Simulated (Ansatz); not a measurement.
Consider the ligand exchange at the Si–C bond: `FC1([SiH3])C[SiH2]1` + `OC1=CS1` → `[SiH3]OC1=CS1` + `FC1C[SiH2]1`.

Gas-phase electronic energies from Ansatz, PBE0-D4/def2-TZVP geometries. CCSD(T)/CBS is the MP2 limit (def2-TZVPP, def2-QZVPP) plus CCSD(T) − MP2 in def2-TZVPP, frozen cores. Functionals use def2-TZVPP. B3LYP here is the variant with VWN-RPA as its local correlation; programs differ in this. Each species was taken in one conformer, which may not be the lowest.

`FC1([SiH3])C[SiH2]1`:

```xyz
12

F    -0.781   -1.589    0.898
C    -0.247   -0.469    0.273
Si   -1.522    0.868   -0.022
C     0.744   -0.807   -0.845
Si    1.540   -0.019    0.627
H    -0.801    2.024   -0.621
H    -2.579    0.413   -0.965
H    -2.145    1.277    1.261
H     0.925   -1.875   -0.939
H     0.616   -0.316   -1.805
H     2.304   -0.907    1.525
H     1.947    1.401    0.612
```

`OC1=CS1`:

Z-matrix (Å, degrees):
```
C
C 1 1.281
S 1 1.770 2 74.5
O 1 1.314 2 151.3 3 -180.0
H 2 1.071 1 157.0 3 179.9
H 4 0.966 1 109.3 2 0.0
```

`[SiH3]OC1=CS1`:

Cartesian coordinates in Å:
```
Si -0.775 -1.055 -1.010
O 0.209 0.293 -0.766
C 0.507 0.749 0.417
C 1.232 1.486 1.165
S -0.107 0.563 2.106
H -1.969 -0.950 -0.144
H -1.117 -0.977 -2.445
H -0.004 -2.283 -0.711
H 2.023 2.174 1.389
```

`FC1C[SiH2]1`:

Z-matrix (Å, degrees):
```
C
C 1 1.522
Si 1 1.863 2 65.8
F 1 1.372 2 116.1 3 116.1
H 1 1.088 2 115.4 3 -112.1
H 2 1.085 1 117.8 3 118.2
H 2 1.087 1 113.5 3 -106.4
H 3 1.478 1 119.3 2 -107.2
H 3 1.476 1 119.0 2 100.8
```

```csv
level,ΔE (kcal/mol),difference from CCSD(T)/CBS
PBE-D4,-19.2,3.1
r2SCAN-D4,-21.7,0.6
B3LYP-D4,-22.9,-0.6
ωB97M-V,-21.7,0.6
PBE0,-20.7,1.6
CCSD(T)/def2-TZVPP,-22.6,-0.3
HF/def2-QZVPP,-27.6,-5.3
MP2/def2-QZVPP,-23.2,-0.9
SCS-MP2/def2-QZVPP,-24.1,-1.8
CCSD/CBS(def2),-23.0,-0.7
CCSD(T)/CBS,-22.3,0
```

Largest T1 diagnostic among the species: 0.013.

From PBE to PBE0 (25 % exact exchange), in def2-TZVPP and without D4, ΔE moves by −1.1 kcal/mol. In def2-TZVPP, CCSD(T) changes the Hartree–Fock value by +4.6 kcal/mol (the triples alone add +0.6 kcal/mol) and MP2 by +4.0 kcal/mol.
